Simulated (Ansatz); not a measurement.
**Interaction energy ladder**

The pair of SiH4 (SMILES [SiH4], atoms 1–5) and H2Te (SMILES [TeH2], atoms 6–8), both closed shells, in one local arrangement (a lower one may exist), relaxed at PBE0-D4/def2-TZVP:

```tsv
atom	x (Å)	y (Å)	z (Å)
Si1	-0.1406	0.0789	-1.5081
H2	1.1121	0.4784	-0.8192
H3	0.0154	0.3124	-2.9689
H4	-1.2741	0.8945	-1.0058
H5	-0.4090	-1.3614	-1.2729
Te6	-0.4718	-0.4658	2.5076
H7	1.0848	-1.0289	2.4758
H8	0.0831	1.0919	2.5916
```

Program: Ansatz 0.2.0. Basis: def2-TZVPPD, with def2-QZVPPD for the basis limit. Cores are frozen in the correlated methods. Filled d shells of the heavier atoms are correlated. Core potentials replace the inner electrons of the atoms past krypton. The def2 sets are not built for correlating such inner shells, so the correlated values are less sure here. Extrapolation: Hartree–Fock as exp(−7.88 √X), correlation as X^−2.97. Interaction energies count from these two fragments, frozen as in the pair, with the counterpoise correction; negative means bound.

**Question.** What is the interaction energy by CCSD(T) at an estimated basis limit (MP2 extrapolated from triple and quadruple zeta, plus CCSD(T) − MP2 in triple zeta)? (Judge from chemistry; the value comes from the calculation.)

**Answer.** By the calculation: -1.17 kcal/mol. Hartree–Fock alone gives 1.03 kcal/mol at the basis limit, so without correlation the pair would not bind at this distance. Plain CCSD(T) in triple zeta gives -0.81 kcal/mol; the step to the limit is large here, so the limit is uncertain. It counts from the two fragments frozen as in the pair.

Basis-set superposition shift (counterpoise-corrected less uncorrected): CCSD(T) 0.56; MP2 0.57; HF 0.03; PBE0-D4 0.03; wB97M-V 0.06 kcal/mol.

The T1 diagnostic stays at or below 0.011.

For scale, one of the runs: CCSD(T)/def2-TZVPPD, 209 basis functions, launched by `ansatz run in.yaml --threads 4 --pin off --events-out ev --progress --plain --max-ram 9574MiB`. Hardware: 4 CPU threads of an Intel Xeon 6975P-C, shared host. Wall time 17 s; peak host memory 3.1 GiB.
